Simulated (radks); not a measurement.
The mean radii <r> (bohr) of the occupied orbitals of an atom or ion are listed with their occupations. Calculated with a radial shooting solver on a logarithmic mesh with Libxc functionals: Dirac Kohn-Sham, PBE, spin-unpolarised, spherical densities, point nucleus.

orbital  occ.      <r>
1s1/2       2  0.02274
2s1/2       2  0.09572
2p1/2       2  0.08007
2p3/2       4  0.08652
3s1/2       2   0.2380
3p1/2       2   0.2258
3p3/2       4   0.2361
3d3/2     0.8   0.2051
3d5/2     1.2   0.2083

Name the element and its charge. Open shells, if any, are shared by 2j + 1.

Answer. Z = 62, samarium, charge +42: Sm42+ in [Ar] 3d2. The 1s radius gives Z: for a bare nucleus <r> = (2 gamma + 1)/(2Z) with gamma = sqrt(1 - (Z/c)^2), 0.02245 bohr for Z = 62, and screening makes it slightly larger (0.02274 here). The occupations add up to 20, and the charge is Z minus that.
